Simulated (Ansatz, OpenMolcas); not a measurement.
**GeH2O (germanone): the vertical ionisation energy from total energies**

The species is GeH2O (4 atoms), meant as a singlet with charge 0. SMILES: `[O]=[GeH2]`. Geometry: a GFN2-xTB relaxation, a rough one for these elements and not checked as a minimum.

Both states at this one shape; open shells run unrestricted unless said. 1 Eh = 27.2114 eV.

| level | program | singlet GeH2O (Eh) | doublet GeH2O+ (Eh) |
| --- | --- | --- | --- |
| HF/cc-pVTZ | OpenMolcas | -2151.402170 | -2151.094288 |
| HF/cc-pVQZ (RICD fitting) | OpenMolcas | -2151.413094 | -2151.104709 |
| PBE/STO-3G | Ansatz | -2127.929753 | -2127.683751 |

Task: Work out the vertical ionisation energy at each level.

Result: 
1. HF/cc-pVTZ: -2151.094288 − (-2151.402170) = 0.307882 Eh = 8.38 eV.
2. HF/cc-pVQZ (RICD fitting): -2151.104709 − (-2151.413094) = 0.308385 Eh = 8.39 eV.
3. PBE/STO-3G: -2127.683751 − (-2127.929753) = 0.246002 Eh = 6.69 eV.

No measured value is set beside it here; the levels span 6.69 to 8.39 eV. Minimal sets are far from the basis-set limit. All-electron rows are non-relativistic unless named.
